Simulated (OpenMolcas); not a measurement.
# 5d along the 69-electron sequence

```
Program             : OpenMolcas 26.06
Method              : SS-CASPT2, IPEA 0.25 Eh, imaginary shift 0.1 Eh
Basis               : ANO-RCC-VQZP
Scalar Hamiltonian  : DKH2, point nucleus
Spin-orbit coupling : state interaction with AMFI integrals over the reference wave functions, term energies averaged over their components
```

Active space for each ion: 1 electron in 5 orbitals (5d); closed shells correlated by CASPT2: 5s 5p.

Computed levels in cm-1 above ²D_3/2:

| Level | Hf3+ | Ta4+ | Re6+ | Os7+ |
| --- | --- | --- | --- | --- |
| ²D_5/2 | 4990 | 6777 | 10783 | 13070 |
| weight of ²D in the lowest level (%) | 100 | 100 | 100 | 100 |

The fine-structure level ²D_5/2 changes by a factor of 2.62 from Hf3+ to Os7+. Its fourth root runs 8.40, 9.07, 10.19, 10.69, with steps per unit of Z of 0.67, 0.56, 0.50; equal steps would mean a (Z - σ)^4 law with constant σ.

With one active electron, CASPT2 adds the correlation within the correlated inactive shells and between them and that electron, and leaves the splitting within a term as the reference gives it. Only configurations of the active space appear.
